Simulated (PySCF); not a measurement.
**How methods differ on the excitation energy of Cu⁺**

Cu⁺ [Ar] 3d10 (1S) → Cu⁺ [Ar] 3d9 4s1 (3D), as a difference of total energies. All numbers are calculated (PySCF 2.14, scalar relativity by spin-free X2C-1e, in aug-cc-pwCVTZ-DK with one added diffuse shell each of s, p, d, f, g type (11s10p8d5f4g, 152 functions)). The calculations carry no spin-orbit coupling.

```json
{"method": "UHF", "excitation energy (eV)": "0.643", "error (eV)": "-2.165"}
{"method": "PW91", "excitation energy (eV)": "2.653", "error (eV)": "-0.155"}
{"method": "M06-L", "excitation energy (eV)": "2.497", "error (eV)": "-0.311"}
{"method": "revPBE", "excitation energy (eV)": "2.631", "error (eV)": "-0.177"}
```

Reference: 2.808 eV (measured; NIST levels, between the centres of gravity of the two terms).
